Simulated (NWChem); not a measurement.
System meant: AlGeH₃Cl₂; SMILES [Cl][Al]([Cl])[GeH3]

NWChem input:

```
start job
memory heap 200 mb stack 900 mb global 1100 mb
geometry units angstroms noautoz
  Al     0.002919    -0.582115     0.004542
  Cl     1.775031    -1.710665    -0.011306
  Cl    -1.793790    -1.671720    -0.016508
  Ge     0.008564     1.872009     0.016848
  H     -1.059122     2.411930     0.985130
  H      1.382234     2.424796     0.433378
  H     -0.319509     2.404096    -1.391294
end
basis spherical
  * library def2-svp
end
dft
  xc xpbe96 cpbe96
  iterations 4
  mulliken
end
task dft energy
```

End of the output:

```
    Atom       Charge   Shell Charges
 -----------   ------   -------------------------------------------------------
    1 Al  13    12.89   2.00  1.94  0.68  0.29  5.80  0.94  0.83  0.41
    2 Cl  17    17.02   2.00  1.96  1.05  0.78  5.82  2.26  3.15  0.01
    3 Cl  17    17.02   2.00  1.96  1.05  0.78  5.82  2.26  3.15  0.01
    4 Ge  32    31.97   2.00  2.00  1.94  0.79  0.36  5.99  5.83  1.50  1.42  7.76  2.05  0.34
    5 H    1     1.03   0.60  0.40  0.03
    6 H    1     1.03   0.60  0.40  0.03
    7 H    1     1.03   0.60  0.40  0.03

 center of mass
 --------------
 x =   0.00077019 y =   0.07925626 z =   0.00042787

 moments of inertia (a.u.)
 ------------------
        1743.510436387180          -0.000000000000          -0.000000000000
          -0.000000000000         817.705711584381           0.000000000000
          -0.000000000000           0.000000000000        2538.934760591834

     Multipole analysis of the density
     ---------------------------------

     L   x y z        total         alpha         beta         nuclear
     -   - - -        -----         -----         ----         -------
     0   0 0 0     -0.000000    -41.000000    -41.000000     82.000000

     1   1 0 0      0.009810      0.004905      0.004905     -0.000000
     1   0 1 0      0.536641      0.268321      0.268321     -0.000000
     1   0 0 1      0.009382      0.004691      0.004691      0.000000

     2   2 0 0    -45.018455   -221.417713   -221.417713    397.816970
     2   1 1 0     -0.006141      0.085863      0.085863     -0.177867
     2   1 0 1     -0.000475     -0.000124     -0.000124     -0.000226
     2   0 2 0    -45.144984   -435.464531   -435.464531    825.784078
     2   0 1 1     -0.029309      0.023371      0.023371     -0.076051
     2   0 0 2    -40.118842    -25.584913    -25.584913     11.050984

 ------------------------------------------------------------------------
 dft energy failed                                                                                  0
 ------------------------------------------------------------------------
 ------------------------------------------------------------------------
  current input line :
    20: task dft energy
 ------------------------------------------------------------------------
 ------------------------------------------------------------------------
 This type of error is most commonly associated with calculations not reaching convergence criteria
 ------------------------------------------------------------------------
 For more information see the NWChem manual at https://nwchemgit.github.io

0:dft energy failed:Received an Error in Communication
```

**Question.** Find the fault in this run and fix the input.

**Answer.** Convergence was not reached. Cause: the SCF was allowed too few iterations. This input runs:
```
start job
memory heap 200 mb stack 900 mb global 1100 mb
geometry units angstroms noautoz
  Al     0.002919    -0.582115     0.004542
  Cl     1.775031    -1.710665    -0.011306
  Cl    -1.793790    -1.671720    -0.016508
  Ge     0.008564     1.872009     0.016848
  H     -1.059122     2.411930     0.985130
  H      1.382234     2.424796     0.433378
  H     -0.319509     2.404096    -1.391294
end
basis spherical
  * library def2-svp
end
dft
  xc xpbe96 cpbe96
  iterations 150
  mulliken
end
task dft energy
```
It converges to -3240.31203 Ha (PBE/def2-SVP).
